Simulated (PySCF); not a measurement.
Gas-phase reaction: 2 Cu + CF₄ → 2 CuF + CF₂

Energies from PySCF, thermal terms from the rigid-rotor harmonic-oscillator model, ideal gas at 1 bar. 'Table' is the NASA 1993 thermochemical table (part measured, part estimated). After a fit of one offset per element over all species, the range-separated, M06-2X, PBE0/def2-QZVP and CCSD(T)/def2-TZVPP enthalpies, where run, lie to one side of the table for CF₂ (-21 kJ/mol): a fault of the table's entry, another state or a shared error of the levels is possible; this was not checked at source. † marks an energy on the PBE0/def2-TZVP geometry and frequencies; other levels use their own. Open shells (unrestricted): Cu (multiplicity 2); the rest are closed-shell singlets. Cu: all electrons, no relativistic terms. For this reaction the table lies outside the span of B3LYP, CCSD(T), M06-2X, MP2, PBE0, r2SCAN, ωB97M-V, ωB97X-V in their largest bases here; which side is off was not settled. The table's entry may be an old estimate for CuF, CF₂ (not checked at source).

BLYP/def2-TZVP† gives ΔH°(298 K) = 78.4 kJ.

Task: What does PBE/def2-SVP give, and where does the table lie?

Result: PBE/def2-SVP: 118.8 kJ. Table: 50.8 kJ.
